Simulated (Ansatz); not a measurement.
A run for Ansatz (a program for electronic structure): U-CCSD(T)/def2-TZVPP on LiC+, 2S+1 = 3, a spin state set in the input, which need not be the lowest, a point of a bond scan (R = 2.283 Å). Charge +1.

Ansatz 0.2 input:
```yaml
crystal:
  periodic: [false, false, false]
  atoms:
    - {symbol: Li, position_ang: [0.00000000, 0.00000000, 0.00000000]}
    - {symbol: C, position_ang: [0.00000000, 0.00000000, 2.28318500]}
basis:
  gaussian:
    orbitals: def2-TZVPP
total_charge: 1
magnetization: {spin_polarized: true, initial_magnetization: 2}
correlation: {method: ccsd_t, electrons: valence}
output: {orbitals: {seedname: ./end}}
```

Q: Predict the final total energy.

A: -45.0677 hartree (reference determinant -44.9458, T1 diagnostic 0.010).
